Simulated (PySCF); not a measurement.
# One molecule, several mistakes: B2CH4N cation

These are calculations, not measurements. They come from PySCF 2.14.0, an open-source quantum chemistry program, on an isolated molecule that a program drew, which may never have been made. The molecule is B2CH4N cation (charge +1, singlet), drawn as the SMILES string `[BH+]CB=N`.

Each row is a Hartree-Fock (HF) and frozen-core CCSD(T) single point in the cc-pVDZ basis, meant for a local HF minimum. Run 1 is clean. Each other run has one planted mistake out of seven kinds, and not every kind appears here: one electron removed, one electron added, multiplicity raised by two, geometry at a saddle point, minimal basis STO-3G, one bond length entered in bohr, all coordinates scaled. The reference is restricted for singlets and unrestricted otherwise, and also for a bond in bohr. Adding or removing an electron swaps singlet and doublet. Electrons count all cores. HOMO and LUMO are orbital energies over both spins, the gradient is its largest component, and the lowest frequency (negative if imaginary) is given only where the gradient is small. Bond lengths are over the 7 bonds as drawn. T1 is the CCSD diagnostic: over 0.02 (restricted) or 0.045 (unrestricted) a single reference is doubtful.

Geometry of the clean run:
```xyz
8
B2CH4N cation, angstrom
B    -0.4599   -1.2528   -1.5906
C    -1.2095   -0.6943   -0.4464
B    -0.2487   -0.5964    0.7992
N     0.5584   -0.5562    1.7057
H     0.1506   -1.6977   -2.4902
H    -1.5897    0.3022   -0.7176
H    -2.0639   -1.3505   -0.2216
H     1.1758   -0.5019    2.4777
```

| run | electrons | basis functions | <S^2> | HOMO (eV) | LUMO (eV) | gradient (hartree/bohr) | lowest frequency (cm^-1) | mean bond (Å) | longest bond (Å) | T1 | HF (hartree) | CCSD(T) (hartree) | mistake |
|---|---|---|---|---|---|---|---|---|---|---|---|---|---|
| 1 | 26 | 76 | 0.000 | -16.11 | -4.97 | 3.0e-05 | 127 | 1.2334 | 1.576 | 0.0174 | -143.72597 | -144.21042 | no fault |
| 2 | 26 | 76 | 0.675 | -16.10 | -5.62 | 2.8e-02 | - | 1.3827 | 2.220 | 0.0700 | -143.59029 | -144.07838 | one bond length entered in bohr |
| 3 | 27 | 76 | 0.765 | -7.01 | 2.26 | 3.5e-02 | - | 1.2334 | 1.576 | 0.0151 | -143.94500 | -144.43819 | one electron added |
| 4 | 26 | 24 | 0.000 | -14.79 | -2.80 | 6.5e-02 | - | 1.2334 | 1.576 | 0.0195 | -141.95229 | -142.19925 | ? |
| 5 | 25 | 76 | 0.759 | -25.15 | -12.47 | 1.1e-01 | - | 1.2334 | 1.576 | 0.0147 | -143.21268 | -143.63338 | ? |

**Which mistake was planted in run 4, and what did it cost?**

It has 24 basis functions where the clean run has 76, with the same electrons and geometry. So the mistake is: minimal basis STO-3G. Subtracting run 1 and multiplying by 627.51 kcal/mol a hartree, the energy moved by 1113.0 kcal/mol in HF and 1262.0 kcal/mol in CCSD(T).

**Which mistake was planted in run 5, and what did it cost?**

It counts 25 electrons, one fewer than the clean run, at the same geometry and basis. So the mistake is: one electron removed. Subtracting run 1 and multiplying by 627.51 kcal/mol a hartree, the energy moved by 322.1 kcal/mol in HF and 362.1 kcal/mol in CCSD(T).

Cautions from the logs. Run 2: T1 is over the limit, so its CCSD(T) energy is less reliable.
